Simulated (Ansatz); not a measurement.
Cost against result

The pair of Cl⁻ (SMILES [Cl-], atom 1) and Si2H6 (SMILES [SiH3][SiH3], atoms 2–9), both closed shells, in one local arrangement (a lower one may exist), relaxed at PBE0-D4/def2-TZVPD:

```xyz
9
angstrom
Cl -0.7887 -1.0625 -2.0727
Si 0.4969 0.9819 -0.4317
Si -0.3556 -0.7916 0.8030
H 1.1339 1.9682 0.5371
H 1.6260 0.6274 -1.3307
H -0.5278 1.8105 -1.1189
H -1.8368 -0.9117 0.7770
H -0.0642 -0.5268 2.2733
H 0.3162 -2.0955 0.5634
```

Interaction energies are counterpoise-corrected; the time is that of the whole pair.

Program: Ansatz 0.2.0. Basis: as named in each row. Cores are frozen in the correlated methods. B3LYP uses VWN-RPA correlation. Extrapolation: Hartree–Fock as exp(−7.88 √X), correlation as X^−2.97.

Times are rough, for one single point on 4 threads of a shared host (Intel Xeon Platinum 8488C).

The estimate by CCSD(T) at an estimated basis limit (MP2 extrapolated from triple and quadruple zeta, plus CCSD(T) − MP2 in triple zeta) is -81.0 kJ/mol.

```tsv
method	basis	time (s)	interaction energy (kJ/mol)	method less estimate
HF	STO-3G	under 1	33.3	114.4
PBE-D4	STO-3G	under 1	8.5	89.5
SPW92	def2-SVP	under 1	-119.2	-38.2
PBE-D4	def2-SVP	under 1	-104.5	-23.5
B3LYP-D4	6-31G	under 1	-48.0	33.1
PBE0-D4	def2-SVP	under 1	-103.5	-22.5
CCSD(T)	def2-SVP	under 1	-71.3	9.7
PBE-D4	def2-TZVPPD	1	-87.7	-6.6
revPBE-D4	def2-TZVPPD	1	-90.6	-9.5
BLYP-D4	def2-TZVPPD	2	-78.6	2.4
wB97M-V	def2-SVP	2	-98.9	-17.8
PBE0-D4	def2-TZVPPD	2	-86.6	-5.6
HSE06-D4	def2-TZVPPD	2	-86.4	-5.4
B3LYP-D4	def2-TZVPPD	2	-78.8	2.3
r2SCAN-D4	def2-TZVPPD	2	-83.7	-2.6
B2PLYP	def2-TZVPPD	3	-66.9	14.1
B97M-V	def2-TZVPPD	4	-82.7	-1.7
wB97X-V	def2-TZVPPD	5	-78.0	3.0
wB97M-V	def2-TZVPPD	5	-83.5	-2.5
MP2	def2-QZVPPD	11	-82.2	-1.1
CCSD(T)	def2-TZVPPD	36	-72.3	8.8
```

No T1 diagnostic of these runs exceeds 0.014.
